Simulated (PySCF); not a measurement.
Constitutional and geometric isomers with formula CH6Si3. All species are isolated molecules in the gas phase. One relaxed conformer stands for each flexible species; it need not be the lowest. Strings in code marks are SMILES. Quantity: electronic energy of isomers of CH6Si3 relative to `C1=[SiH][SiH2][SiH2]1`. Level 1: PBE-D3(BJ)/def2-TZVP // PBE0-D3(BJ)/def2-TZVP (PySCF). Level 2: ωB97X-D3(BJ)/def2-TZVP // PBE0-D3(BJ)/def2-TZVP (PySCF).

```csv
case,level 1 (kcal/mol),level 2 (kcal/mol)
`C1[SiH]=[SiH][SiH2]1`,-0.6,withheld
`C[Si]1=[SiH][SiH2]1`,7.7,11.5
`C[SiH]1[SiH]=[SiH]1`,8.1,12.3
`C=[Si]1[SiH2][SiH2]1`,21.7,26.7
`[SiH2]=C[SiH]=[SiH2]` (Si–C–Si–Si torsion 48°),33.1,40.5
`[SiH2]=C=[SiH][SiH3]`,41.2,47.1
```

### Question
Fit level 2 = a + b·x to the 5 complete rows by least squares, with x = level 1 in kcal/mol. Give a, b and the rms residual, and predict the withheld value.

### Answer
Means of the 5 rows: x̄ = 22.36, ȳ = 27.62 kcal/mol. Σ(x − x̄)² = 888.99 and Σ(x − x̄)(y − ȳ) = 960.72, so b = 1.081 and a = ȳ − b·x̄ = 3.45 kcal/mol. The rms residual is 0.71 kcal/mol. At x = -0.6 the line gives 2.8 kcal/mol, outside the range of the fitted rows. The run for `C1[SiH]=[SiH][SiH2]1` gave 1.0 kcal/mol, so the line is off by 1.8 kcal/mol, more than twice the rms residual.

Codes: PySCF.
